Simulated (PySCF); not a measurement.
# Levels of Rb³⁴⁺ from EOM-EA-GCCSD

Reference: closed-shell Rb³⁵⁺, 1s2; one electron is added. Calculated with PySCF 2.14, two-component X2C-1e with screened spin-orbit coupling, an uncontracted even-tempered set (17 s from 6.2 bohr⁻², ratio 2.6; 11 p from 8.1 bohr⁻², ratio 2.6; 6 d from 8.3 bohr⁻², ratio 2.8; 3 f from 360 bohr⁻², ratio 2.8); frozen nothing; the 34 highest virtual spinors dropped; of the others 52 kept and the rest restored at second order. No Breit or QED terms. Binding energies in eV.

```csv
level,Koopmans,second order,EOM-CCSD
2s1/2,4358.8,4359.0,4359.0
2p1/2,4286.5,4286.9,4286.9
2p3/2,4210.5,4210.8,4210.8
```

Electric-dipole lines between these computed levels:

```csv
lower,upper,ΔE (eV),vacuum wavelength (nm)
2s1/2,2p1/2,72.135,17.19
2s1/2,2p3/2,148.22,8.365
```

For comparison, the ionisation energy of Rb³⁴⁺ is 4356.9 eV (theoretical estimate listed by NIST; NIST Atomic Spectra Database, ionization energies).

Only part of the computed levels is shown.
